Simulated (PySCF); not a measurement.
F₂Si, triplet, at a GFN2-xTB geometry (the spin is typed, not shown lowest); DF-BHANDHLYP/cc-pVDZ run with PySCF.

Input for PySCF:
```python
from pyscf import gto, scf, dft

mol = gto.M(
    atom='''
Si   -0.03269801   -0.01543688    0.55306998
F     1.10572363   -0.70625359   -0.38634522
F    -1.05486006    0.73026650   -0.47398585
''',
    basis='cc-pvdz',
    spin=2,
    verbose=4,
)

mf = dft.UKS(mol)
mf.xc = 'bhandhlyp'
mf = mf.density_fit(auxbasis='def2-universal-jkfit')
mf.kernel()
```

It wrote (shortened):

```
PySCF version 2.14.0

[INPUT] verbose = 4
[INPUT] num. atoms = 3
[INPUT] num. electrons = 32
[INPUT] charge = 0
[INPUT] spin (= nelec alpha-beta = 2S) = 2
[INPUT] symmetry False subgroup None
[INPUT] Mole.unit = angstrom
[INPUT] Symbol           X                Y                Z      unit          X                Y                Z       unit  Magmom
[INPUT]  1 Si    -0.032698010000  -0.015436880000   0.553069980000 AA   -0.061790283718  -0.029171475418   1.045150789919 Bohr   0.0
[INPUT]  2 F      1.105723630000  -0.706253590000  -0.386345220000 AA    2.089514830160  -1.334625859591  -0.730086655335 Bohr   0.0
[INPUT]  3 F     -1.054860060000   0.730266500000  -0.473985850000 AA   -1.993396613142   1.380003682945  -0.895703443419 Bohr   0.0

nuclear repulsion = 98.3405182941196
number of shells = 15
number of NR pGTOs = 93
number of NR cGTOs = 46
basis = cc-pvdz
ecp = {}

******** <class 'pyscf.df.df_jk.DFUKS'> ********
method = DFUKS
initial guess = minao
damping factor = 0
level_shift factor = 0
DIIS = <class 'pyscf.scf.diis.CDIIS'>
diis_start_cycle = 1
diis_space = 8
diis_damp = 0
SCF conv_tol = 1e-09
SCF conv_tol_grad = None
SCF max_cycles = 50
direct_scf = False
number electrons alpha = 17  beta = 15
XC library pyscf.dft.libxc version 7.1.2
    S. Lehtola, C. Steigemann, M. J. T. Oliveira, and M. A. L. Marques,  SoftwareX 7, 1–5 (2018)
XC functionals = bhandhlyp
    A. D. Becke,  J. Chem. Phys. 98, 1372 (1993)
    Defined through Gaussian implementation.
radial grids:
    Treutler-Ahlrichs [JCP 102, 346 (1995); DOI:10.1063/1.469408] (M4) radial grids

becke partition: Becke, JCP 88, 2547 (1988); DOI:10.1063/1.454033
pruning grids: <function nwchem_prune>
grids dens level: 3
symmetrized grids: False
atomic radii adjust function: <function treutler_atomic_radii_adjust>
small_rho_cutoff = 0
Set gradient conv threshold to 3.16228e-05
tot grids = 47704
******** <class 'pyscf.df.df.DF'> ********
auxbasis = def2-universal-jkfit
init E= -489.192132697702

cycle= 1 E= -488.959782655541  delta_E= 0.232  |g|= 0.515  |ddm|= 1.23
cycle= 2 E= -488.918646894942  delta_E= 0.0411  |g|= 0.666  |ddm|= 0.768
cycle= 3 E= -489.071244870469  delta_E= -0.153  |g|= 0.026  |ddm|= 0.358
cycle= 4 E= -489.071856336593  delta_E= -0.000611  |g|= 0.00823  |ddm|= 0.0401
cycle= 5 E= -489.071924793426  delta_E= -6.85e-05  |g|= 0.00207  |ddm|= 0.0158
cycle= 6 E= -489.07193088356  delta_E= -6.09e-06  |g|= 0.000531  |ddm|= 0.0042
cycle= 7 E= -489.071931517755  delta_E= -6.34e-07  |g|= 0.000128  |ddm|= 0.00144
cycle= 8 E= -489.071931546994  delta_E= -2.92e-08  |g|= 2.68e-05  |ddm|= 0.000318
cycle= 9 E= -489.071931547786  delta_E= -7.92e-10  |g|= 4.69e-06  |ddm|= 4.76e-05
Extra cycle  E= -489.071931547806  delta_E= -1.93e-11  |g|= 3.11e-06  |ddm|= 5.89e-06
converged SCF energy = -489.071931547806  <S^2> = 2.0027391  2S+1 = 3.0018255
```
